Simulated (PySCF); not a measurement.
**Dipole response of Ag (silver, neutral)**

[Kr] 4d10 5s1, 2S determinant. Computed with PySCF 2.14 in aug-cc-pwCVTZ-PP with ECP28MDF, with a scalar-relativistic core potential. Coupled (time-dependent) response in atomic units; α is the mean over directions.

| method | mean α (bohr³) | C₆ (like pair) | S(−4) |
| --- | --- | --- | --- |
| M06-L | 49.52 | 385.7 | 1854 |
| TPSSh | 50.38 | 392.4 | 1953 |

S(−4) is the Cauchy moment in α(ω) = α(0) + S(−4) ω² + …

Reference α: 55 ± 8 bohr³ (recommended; Schwerdtfeger and Nagle, table of static dipole polarizabilities (2023 update)). Published C₆: 341.0 (Gould and Bucko (2016)).

α(iu) at TPSSh:

```tsv
u (hartree)	α(iu) (bohr³)
0	50.38
0.0500	46.04
0.100	37.25
0.200	23.37
0.300	16.23
0.500	10.04
0.750	6.872
1.00	5.188
1.50	3.325
2.00	2.316
3.00	1.302
5.00	0.5698
```

A single London oscillator, α(iu) = α/(1 + u²/ω²), gives C₆ = (3/4) ω α². Matching the computed C₆ needs ω = 4 × 392.4 / (3 × 50.38²) = 0.206 hartree.

Energies and moments cover only the electrons outside the core potential.
